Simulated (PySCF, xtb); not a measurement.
Sn(OMe)(SH) (CH4OSSn), SMILES C[O][Sn][SH] (connectivity only; charge and spin as stated), neutral, multiplicity 1.

GFN2-xTB (xtb) at its own geometry gives an orbital gap of 3.53 eV and a dipole moment of 4.64 D.

Geometry optimised at B3LYP-D3(BJ)/def2-SVP. The def2 effective core potentials stand for the cores of Sn; spin–orbit coupling is left out. The values are those of a single conformer.

Task: What does M06-2X/def2-TZVP (PySCF) give? (An estimate is asked for; the answer gives what the named calculation found.)

Result: gap 6.70 eV (levels -8.28 and -1.58 eV), dipole 2.03 D.
